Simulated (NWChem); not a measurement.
Species: CH$_{4}$N$_{2}$O$_{2}$Si; SMILES N[Si@H](O)N=C=O

```xyz
10

N     -1.0453    -1.9030     0.4441
Si     0.0908    -0.8942    -0.3769
O      1.6368    -1.1750     0.1942
N     -0.1161     0.8049    -0.1116
C     -0.1908     1.9985     0.0604
O     -0.2827     3.1658     0.2314
H     -1.2021    -1.7920     1.4494
H     -1.9153    -2.1518    -0.0328
H     -0.0969    -1.1574    -1.8373
H      1.8373    -2.1239     0.2816
```
Atoms are numbered in this order, from 1.

Level: PBE-D3(BJ)/def2-SVP (NWChem), optimised geometry, unscaled harmonic frequencies. 

Q: List the harmonic frequencies with IR intensities, and the thermochemistry.

A: 
| frequency (cm⁻¹) | IR intensity (km/mol) |
|---|---|
| 32 | 0.7 |
| 44 | 1.2 |
| 194 | 6.2 |
| 222 | 54.2 |
| 271 | 35.3 |
| 330 | 1.8 |
| 367 | 77.8 |
| 421 | 183.6 |
| 565 | 110.7 |
| 581 | 22.8 |
| 584 | 29.4 |
| 729 | 39.4 |
| 786 | 164.2 |
| 801 | 65.1 |
| 863 | 59.0 |
| 896 | 234.0 |
| 940 | 210.8 |
| 1477 | 31.4 |
| 1489 | 54.5 |
| 2205 | 150.9 |
| 2410 | 1245.5 |
| 3490 | 25.4 |
| 3587 | 29.0 |
| 3757 | 73.7 |

```yaml
zero_point_energy: 38.6 kcal/mol
thermal correction to the enthalpy at 298.15 K (with zero-point energy): 44.3 kcal/mol
heat capacity Cv: 26.9 cal/(mol K)
entropy at 298.15 K and 1 atm (symmetry number 1): 89.9 cal/(mol K)
dipole_moment: 3.78 D
```

Rigid rotor and harmonic oscillator; modes under 100 cm⁻¹ make the entropy uncertain.
